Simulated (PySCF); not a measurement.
Compound: C5H6F2O2S.
SMILES with atom numbers: `[O:1]=[S:2]1(=[O:3])[CH2:4][C@@H:5]([F:6])[CH2:7][CH:8]=[C:9]1[F:10]` (hydrogens: H11, H12 on C4; H13 on C5; H14, H15 on C7; H16 on C8)

Computed with PBE0-D3(BJ)/def2-SVP geometry optimisation, gas phase (PySCF 2.14.0).

Task: What internal coordinates does the optimisation give?

Result: 
| bond | length (Å) | order |
| --- | --- | --- |
| O1=S2 | 1.453 | double |
| S2=O3 | 1.458 | double |
| S2–C4 | 1.790 | single |
| C4–C5 | 1.517 | single |
| C5–F6 | 1.373 | single |
| C5–C7 | 1.518 | single |
| C7–C8 | 1.497 | single |
| C8=C9 | 1.331 | double |
| C9–F10 | 1.320 | single |
| S2–C9 | 1.797 | single |
| C4–H11 | 1.100 | single |
| C4–H12 | 1.100 | single |
| C5–H13 | 1.104 | single |
| C7–H14 | 1.101 | single |
| C7–H15 | 1.105 | single |
| C8–H16 | 1.095 | single |

Orders are formal, as drawn. A selection of angles:
| angle | degrees |
| --- | --- |
| O1–S2–O3 | 121.1 |
| O1–S2–C4 | 109.9 |
| O1–S2–C9 | 108.3 |
| O3–S2–C4 | 108.0 |
| O3–S2–C9 | 108.0 |
| C4–S2–C9 | 99.2 |
| S2–C4–C5 | 109.8 |
| C4–C5–F6 | 108.9 |
| C4–C5–C7 | 111.8 |
| F6–C5–C7 | 109.0 |
| C5–C7–C8 | 114.2 |
| C7–C8–C9 | 125.8 |
| C8–C9–F10 | 123.7 |
| S2–C9–C8 | 124.2 |
| S2–C9–F10 | 112.2 |

Dihedral angles: O1–S2–C4–C5 162° (antiperiplanar); S2–C4–C5–F6 169° (antiperiplanar); C4–C5–C7–C8 50° (synclinal); C5–C7–C8–C9 -15° (synperiplanar); C7–C8–C9–F10 180° (antiperiplanar); O1–S2–C9–C8 -132° (anticlinal).

S2 (sulfonyl sulfur) is distorted tetrahedral (angles from 99.2° to 121.1°). The C–F distances run from 1.320 Å (C9–F10, drawn single) to 1.373 Å (C5–F6, drawn single), a spread of 0.053 Å. The 4 C–C bonds span 1.331 Å (C8=C9, drawn double) to 1.518 Å (C5–C7, drawn single), a spread of 0.187 Å. Of the pairs four or more bonds apart, O3···H13 is among the closest relative to their van der Waals radii: 2.67 Å, 98 % of the sum of Bondi's values. The 6-membered ring S2–C4–C5–C7–C8–C9 has internal angles of 99.2° to 125.8° (sum 685°, against 720° for a flat polygon); it is puckered, 0.23 Å rms from its mean plane, widest ring torsion 70°.

Point group: C1 (no symmetry element, even within 0.4 Å). Not checked by PBE0-D3(BJ)/def2-SVP frequencies. One conformer, not necessarily the lowest.
